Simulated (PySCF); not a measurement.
O4Rh, SMILES [O]=[Rh+](=[O])(=[O])=[O], charge +1, multiplicity 1. Heavy atoms are numbered as in [Rh+:1](=[O:2])(=[O:3])(=[O:4])=[O:5].

Coordinates come from a B3LYP-D3(BJ)/def2-SVP optimisation. The multiplicity is an assumed one; other spin states were not compared. The def2 effective core potentials stand for the cores of Rh; spin–orbit coupling is left out.

The numbers are results of r2SCAN/def2-TZVPD run with PySCF, not measurements.

Mulliken values depend strongly on the basis, most of all with diffuse functions as here. ESP charges are fitted to the potential on shells at 1.4 to 2.0 van der Waals radii. Atomic charges (e), one atom of each kind:

| atom | Mulliken | ESP fit |
|---|---|---|
| Rh1 | 2.56 | 0.71 |
| O2 | -0.39 | 0.07 |
